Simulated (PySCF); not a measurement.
Two-photon absorption: `ClC1=CC=CC12C=CC=C2`, C₉H₇Cl

Molfile (atoms numbered from 1):
```
C9H7Cl
     RDKit          3D

 17 18  0  0  0  0  0  0  0  0999 V2000
   -0.3644   -2.4401    1.2383 Cl  0  0  0  0  0  0  0  0  0  0  0  0
    0.6063   -1.1339    0.7346 C   0  0  0  0  0  0  0  0  0  0  0  0
    1.9245   -0.9650    0.9155 C   0  0  0  0  0  0  0  0  0  0  0  0
    2.3090    0.2960    0.3158 C   0  0  0  0  0  0  0  0  0  0  0  0
    1.2379    0.8891   -0.2242 C   0  0  0  0  0  0  0  0  0  0  0  0
    0.0177    0.0348   -0.0155 C   0  0  0  0  0  0  0  0  0  0  0  0
   -1.0896    0.7305    0.7323 C   0  0  0  0  0  0  0  0  0  0  0  0
   -2.2030    0.7259   -0.0066 C   0  0  0  0  0  0  0  0  0  0  0  0
   -1.9430    0.0529   -1.2658 C   0  0  0  0  0  0  0  0  0  0  0  0
   -0.6710   -0.3556   -1.2970 C   0  0  0  0  0  0  0  0  0  0  0  0
    2.5945   -1.6379    1.4170 H   0  0  0  0  0  0  0  0  0  0  0  0
    3.3161    0.6723    0.3200 H   0  0  0  0  0  0  0  0  0  0  0  0
    1.1869    1.8285   -0.7406 H   0  0  0  0  0  0  0  0  0  0  0  0
   -0.9379    1.1403    1.7127 H   0  0  0  0  0  0  0  0  0  0  0  0
   -3.1552    1.1450    0.2656 H   0  0  0  0  0  0  0  0  0  0  0  0
   -2.6798   -0.0851   -2.0366 H   0  0  0  0  0  0  0  0  0  0  0  0
   -0.1561   -0.8857   -2.0755 H   0  0  0  0  0  0  0  0  0  0  0  0
  1  2  1  0
  2  3  2  0
  3  4  1  0
  4  5  2  0
  5  6  1  0
  6  7  1  0
  7  8  2  0
  8  9  1  0
  9 10  2  0
  6  2  1  0
 10  6  1  0
  3 11  1  0
  4 12  1  0
  5 13  1  0
  7 14  1  0
  8 15  1  0
  9 16  1  0
 10 17  1  0
M  END
```

Theory: TDDFT B3LYP/def2-SVPD excited states, vertical, gas phase in PySCF 2.14.0. Geometry: GFN2-xTB.

Task: How strongly do the lowest singlets absorb one photon, and two photons of half the energy?

Result: δ for parallel linear polarisation; σ at the peak of a Lorentzian of half width 0.1 eV, single beam; Ω is circular over linear.
| state | E (eV) | f | photon λ (nm) | δ (au) | σ (GM) | Ω | main |
| --- | --- | --- | --- | --- | --- | --- | --- |
| S1 | 3.89 | 0.004 | 637 | 0.94 | 0.01 | 1.50 | HOMO→LUMO+1 0.95 |
| S2 | 3.92 | 0.017 | 633 | 1.78 | 0.01 | 1.28 | HOMO→LUMO 0.91 |
| S3 | 4.91 | 0.102 | 505 | 37.7 | 0.33 | 0.40 | HOMO−1→LUMO 0.91 |
| S4 | 5.06 | 0.046 | 490 | 0.63 | 0.01 | 1.50 | HOMO−1→LUMO+1 0.94 |
| S5 | 5.64 | 0.001 | 439 | 1.28 | 0.01 | 1.50 | HOMO→LUMO+3 0.54, HOMO→LUMO+2 0.44 |

Among these, the strongest one-photon state is S3, the strongest two-photon state S3, with a dipole change of 2.2 D (relaxed, norm of the difference vector).
